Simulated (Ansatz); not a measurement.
Program: Ansatz. Geometries: PBE0-D4/def2-TZVP. ΔE: electronic, gas phase. CCSD(T)/CBS is the MP2 limit (def2-TZVPP, def2-QZVPP) plus CCSD(T) − MP2 in def2-TZVPP, frozen cores. DFT in def2-TZVPP. One conformer a species, not always the lowest.

Consider the formal exchange of groups at the Si–Si bond: `[SiH3][SiH2][N]1[CH2][AlH]1` + `CC=C=N` → `CC([SiH3])=C=N` + `[SiH3][N]1[CH2][AlH]1`.

```json
{"level": "ωB97M-V", "ΔE (kcal/mol)": "-5.5"}
{"level": "PBE", "ΔE (kcal/mol)": "-1.7"}
{"level": "HF/def2-QZVPP", "ΔE (kcal/mol)": "-6.6"}
{"level": "MP2/CBS(def2)", "ΔE (kcal/mol)": "-7.4"}
```

(1) What does CCSD(T)/CBS give? (An estimate is asked.)

Largest T1 diagnostic among the species: 0.014.

Results:

(1) Computed: -4.7 kcal/mol. The listed levels differ from it by -0.8, 3.0, -1.9, -2.7 kcal/mol.

From PBE to PBE0 (25 % exact exchange), in def2-TZVPP and without D4, ΔE moves by −0.8 kcal/mol.
